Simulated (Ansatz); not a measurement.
Cost and result for the atomization energy of C₂H₈O₂Si (`CC(O)[SiH2]O`) (13 atoms, 12 bonds).

```xyz
13

C    -0.252   -1.564    0.090
C    -0.676   -0.138   -0.183
O    -0.441    0.114   -1.584
Si    0.353    1.147    0.751
O     1.924    1.005    0.279
H    -0.804   -2.256   -0.551
H    -0.446   -1.827    1.133
H     0.815   -1.701   -0.101
H    -1.747   -0.035    0.040
H    -0.898    0.924   -1.828
H     0.333    0.979    2.226
H    -0.203    2.487    0.392
H     2.043    0.866   -0.664
```

Charge 0, multiplicity 1. The geometry is a stationary point of PBE0-D4/def2-TZVP. It is one conformer, not always the lowest. Program: Ansatz. All runs use 4 threads of an Arm Neoverse V1 on a shared host. Times are those of one run each, without the atoms' runs, and a repeat can differ threefold. Electronic energies, without spin–orbit coupling; frozen cores. CCSD(T)/CBS adds CCSD(T) − MP2 in def2-TZVPP to the MP2 limit, and its time is that of the two runs behind it. T1 = 0.011.

CCSD(T)/CBS is a level of theory with its own doubt, some kJ/mol a heavy atom from the limit and from the frozen cores, so smaller differences don't rank the functionals.

```tsv
level	functions	wall time
LDA (SPW92)/def2-TZVPP	278	1.4 s
revPBE-D4/def2-TZVPP	278	2.4 s
PBE-D4/def2-TZVPP (with forces)	278	3 s
PBE0-D4/def2-TZVPP	278	3.3 s
CAM-B3LYP-D4/def2-TZVPP	278	3.8 s
r2SCANh-D4/def2-TZVPP	278	6 s
B2PLYP/def2-TZVPP	278	6.5 s
CCSD(T)/def2-SVP	114	7.5 s
B97M-V/def2-TZVPP	278	10 s
ωB97M-V/def2-TZVPP (with forces)	278	13 s
MP2/def2-QZVPP	538	29 s
CCSD(T)/def2-TZVPP	278	3.9 min
CCSD(T)/CBS(def2)	–	4.4 min
```

Problem. What atomization energy does each give, and how far from CCSD(T)/CBS? (Best estimate.)

Solution. Ansatz gave: 
| level | atomization (kJ/mol) | difference from CCSD(T)/CBS | per bond |
| --- | --- | --- | --- |
| LDA (SPW92)/def2-TZVPP | 5513.9 | 670.1 | 55.8 |
| revPBE-D4/def2-TZVPP | 4778.1 | -65.7 | -5.5 |
| PBE-D4/def2-TZVPP (with forces) | 4892.3 | 48.5 | 4.0 |
| PBE0-D4/def2-TZVPP | 4809.6 | -34.2 | -2.9 |
| CAM-B3LYP-D4/def2-TZVPP | 4850.1 | 6.3 | 0.5 |
| r2SCANh-D4/def2-TZVPP | 4802.5 | -41.3 | -3.4 |
| B2PLYP/def2-TZVPP | 4774.2 | -69.6 | -5.8 |
| CCSD(T)/def2-SVP | 4546.4 | -297.4 | -24.8 |
| B97M-V/def2-TZVPP | 4825.0 | -18.8 | -1.6 |
| ωB97M-V/def2-TZVPP (with forces) | 4843.7 | -0.1 | 0.0 |
| MP2/def2-QZVPP | 4860.3 | 16.5 | 1.4 |
| CCSD(T)/def2-TZVPP | 4715.9 | -127.9 | -10.7 |
| CCSD(T)/CBS(def2) | 4843.8 | 0.0 | 0.0 |

In def2-TZVPP, CCSD(T) changes the Hartree–Fock value by +1211.0 kJ/mol (the triples alone add +63.9 kJ/mol) and MP2 by +1279.5 kJ/mol; breaking electron pairs costs correlation energy, which Hartree–Fock lacks. At CCSD(T), def2-SVP lies −297.5 kJ/mol from the extrapolated value and def2-TZVPP −128.0 kJ/mol: correlation converges slowly with the basis, and small sets miss more of it in the bonded molecule than in its fragments. The D4 term adds +39.8 kJ/mol with B3LYP and +21.0 kJ/mol with PBE0; it sums over pairs of atoms, weighted by their polarisabilities, and B3LYP, whose exchange is more repulsive, gets the larger term.

B3LYP here is the variant with VWN-RPA as its local correlation; programs differ in this.
